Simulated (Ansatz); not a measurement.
Harmonic frequencies (cm⁻¹) at PBE0-D4/def2-TZVP from Ansatz: 340, 653, 770, 1206, 1288, 3183.

Question: Which molecule is it?
A. `Cl[Si](Cl)Cl`•
B. `I[Si](I)I`•
C. `F[CH]Br`•
D. `[O]CF`•

Answer: C.
